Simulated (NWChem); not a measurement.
Molecule: BPH4; SMILES PB

Results from NWChem. Pople sets run with spherical d functions. Structure relaxed at the PBE0/def2-SVP level.

For level BHandHLYP/6-31G*:

highest occupied level (eV): -8.27
orbital gap (eV): 7.89

**Question.** What are these values for level HCTH/407/6-31G*?

**Answer.** The highest occupied level (eV) is -6.44 and the orbital gap (eV) comes out as 4.02.
